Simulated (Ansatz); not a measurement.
Correlation energies of B2Br2F2H2, SMILES `F[B@H-]1[Br+][B@H-](F)[Br+]1` by basis set

Z-matrix (Å, degrees):
```
B
Br 1 2.149
Br 1 2.149 2 95.1
F 1 1.324 2 109.9 3 113.4
H 1 1.188 2 108.2 3 -111.1
B 2 2.149 1 84.8 3 -4.0
F 6 1.324 2 110.1 1 117.5
H 6 1.188 2 108.1 1 -106.9
```

Charge 0, multiplicity 1. Correlated methods include outer-core shells of Br, which these sets cover unevenly. Scalar relativity is left out up to krypton. All single points use the PBE0-D4/def2-TZVP geometry. Frozen core, restricted reference, the Gaussian-basis code of Ansatz.

| basis | HF (Eh) | MP2 corr. |
| --- | --- | --- |
| def2-SVP | -5393.55601 | -1.01989 |
| def2-TZVPP | -5394.49382 | -1.27681 |
| def2-QZVPP | -5394.60348 | -1.97520 |

**Question.** Estimate the CCSD correlation energy and the (T) correction in each basis where they were run (hartree).

**Answer.** 
```csv
basis,CCSD corr.,(T)
def2-SVP,-1.03804,-0.02453
def2-TZVPP,-1.29289,-0.04588
```
